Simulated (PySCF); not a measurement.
## Electronic absorption of C5H11OP

Compound: C₅H₁₁OP.
SMILES: `C=CP(C)COC`

Computed with PySCF, TDDFT B3LYP/def2-SVPD, vertical, gas phase, core orbitals frozen in the response. Isolated species at its GFN2-xTB geometry (one conformer only). Torsions of this conformer, `[CH2:1]=[CH:2][P:3]([CH3:4])[CH2:5][O:6][CH3:7]`: C1–C2–P3–C4 -140°, C2–P3–C5–O6 47°, P3–C5–O6–C7 -179°.

```tsv
state	λ (nm)	E (eV)	f	main configurations (H = HOMO, L = LUMO)
S1	243.4	5.09	0.0057	H→L (99%)
S2	198.8	6.24	0.0018	H-1→L (74%), H→L+1 (17%)
S3	198.4	6.25	0.0080	H→L+1 (78%), H-1→L (17%)
S4	190.0	6.53	0.058	H→L+2 (88%)
S5	188.0	6.59	0.046	H→L+3 (89%)
S6	180.0	6.89	0.058	H→L+4 (69%), H-1→L+1 (20%)
S7	179.6	6.90	0.029	H-1→L+1 (64%), H→L+4 (22%)
S8	178.1	6.96	0.208	H-3→L (40%), H-2→L (28%), H-1→L+1 (8%)
```

Triplets (Tamm–Dancoff): T1 4.44 eV, H-2→L (69%), H→L (14%), H-1→L (8%); T2 4.92 eV, H→L (80%), H-2→L (12%); T3 5.55 eV, H→L+2 (46%), H→L+3 (24%), H→L+5 (15%).

The lowest singlet lies at 5.09 eV (243 nm, ultraviolet) and is weak; its leading configuration is HOMO→LUMO (99%). The most intense listed level is S8 at 6.96 eV (178 nm, f = 0.208), 1.87 eV above S1. It is the last of those listed, so stronger ones may follow. Löwdin shares by element: HOMO phosphorus 60%, carbon 28% or more; LUMO carbon 67% or more, phosphorus 6%, hydrogen 6% or more (atoms not listed hold the other 21%). The listed states span 1.87 eV, and the widest gap between neighbours is 1.14 eV (S1 to S2). Of the 8 states listed, 5 reach f = 0.01 and none stays under 0.0005. Orbital energies (eV): HOMO-3 -8.56, HOMO-2 -7.55, HOMO-1 -7.42, HOMO -6.51, LUMO -0.35, LUMO+1 0.46, LUMO+2 0.78. Only the lowest 8 singlets were computed, as vertical energies without vibronic structure.
